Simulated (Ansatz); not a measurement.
Gas-phase electronic energies from Ansatz, PBE0-D4/def2-TZVP geometries. CCSD(T)/CBS is the MP2 limit (def2-TZVPP, def2-QZVPP) plus CCSD(T) − MP2 in def2-TZVPP, frozen cores. Double bonds are as drawn, so ΔE can hold a change between cis and trans. Functionals use def2-TZVPP. Each species was taken in one conformer, which may not be the lowest.

Consider the formal exchange of groups at the Si–C bond: `O[SiH](O)/C=C/[SiH3]` + `C#CCC` → `CC[SiH](O)O` + `C#C/C=C\[SiH3]`.

| level | ΔE (eV) |
| --- | --- |
| r2SCAN-D4 | -0.16 |
| SCS-MP2/def2-QZVPP | -0.08 |

What does CCSD(T)/CBS give? (Best estimate.)

The calculation gave: -0.08 eV. The listed levels differ from it by -0.08, 0.00 eV.

Largest T1 diagnostic among the species: 0.012.

In def2-TZVPP, CCSD(T) changes the Hartree–Fock value by −0.12 eV (the triples alone add −0.03 eV) and MP2 by −0.16 eV. From PBE to PBE0 (25 % exact exchange), in def2-TZVPP and without D4, ΔE moves by +0.04 eV.
